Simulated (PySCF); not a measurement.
Energies from PySCF, thermal terms from the rigid-rotor harmonic-oscillator model, ideal gas at 1 bar. The comparison is the NASA 1993 polynomial table, which mixes measured and estimated data. S°(298 K) at PBE0/def2-TZVP differs from the NASA 1993 table for MgI2 (-7 J/mol/K); whether the harmonic model or the table's entry is off was not settled. All species are closed-shell singlets. I: scalar-relativistic def2 core potential, no spin-orbit coupling. The harmonic model lacks anharmonicity and excited electronic states, which grow with temperature; levels with a mode under 35 cm⁻¹ are left out. Soft modes under 120 cm⁻¹ make the harmonic entropy rough for MgI2. The table's entry may be an old estimate for MgI2 (not checked at source).

Harmonic frequencies at PBE0/def2-TZVP (cm⁻¹): 83, 84, 140, 460. Point group D∞h; S°(298 K) = 310.7 J/mol/K at this level.

Question: Work out Cp and S° of gaseous MgI2 at 500, 800, 1200, 1600, 2000 K from these, and set them beside the table.

Answer: 
```tsv
T (K)	Cp PBE0/def2-TZVP	Cp table	S° PBE0/def2-TZVP	S° table
500	61.1	61.3	341.8	348.8
800	61.8	61.9	370.7	377.8
1200	62.1	62.1	395.9	402.9
1600	62.2	62.2	413.8	420.8
2000	62.3	62.3	427.6	434.7
```
Units J/mol/K.
